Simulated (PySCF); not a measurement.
**Structure from NMR data**

An unknown has the formula C$_{3}$H$_{3}$N$_{3}$O. Its calculated NMR data are:

¹H NMR (400 MHz, computed): δ 11.34 (br s, 1H), 10.57 (s, 1H), 8.38 (s, 1H).

¹³C{¹H} NMR (computed): δ 191.2, 152.1, 131.3.

How the numbers were obtained: J: B3LYP/pcJ-1 (spin–dipole term only in couplings to heteroatoms), shieldings: GIAO PBE0/pcSseg-1, coordinates at the GFN2-xTB level, in PySCF 2.14 (gas phase, one computed conformer, non-relativistic Hamiltonian).

δ = σ(ref) − σ, references computed at the same level: TMS for ¹H and ¹³C.

Q: Deduce the structure.

A: 
1. Rings plus π bonds: 4 (1 ring in the answer).
2. 3 carbon signals for 3 carbons: no two carbons are equivalent.
3. Carbon types of the structure: 1 × C, 2 × CH, leaving 1 H on heteroatoms.
4. δC 191.2: aldehyde carbonyl carbon; the double bond to the heteroatom, with no lone-pair donor beside it, deshields it most.
5. δC 152.1: substituted aromatic carbon next to a ring nitrogen.
6. δC 131.3: aromatic CH next to a ring nitrogen.
7. δH 11.34: hydrogen on a pyrrole-type ring nitrogen; exchangeable, gas-phase position.
8. δH 10.57: hydrogen on an aldehyde carbonyl carbon; the C=O anisotropy and electron withdrawal place aldehyde protons far downfield.
9. δH 8.38: hydrogen on an aromatic CH next to a ring nitrogen; ring current plus the neighbouring ring nitrogen.

Structure: `c1(C=O)c[nH]nn1`.

This is the structure that produced the data.

The OH or NH signal is concentration- and solvent-dependent in practice; the value given is the gas-phase one. Shifts are as computed. Against solution values, carbons near 30 ppm lie about +3 ppm off and those near 130 ppm about +5 ppm. Of 1211 compounds with measured shifts, 218 miss one by over three times the rms of a fit or turn the order of signals round; such compounds aren't used in these exercises. Couplings to exchangeable protons are dropped.
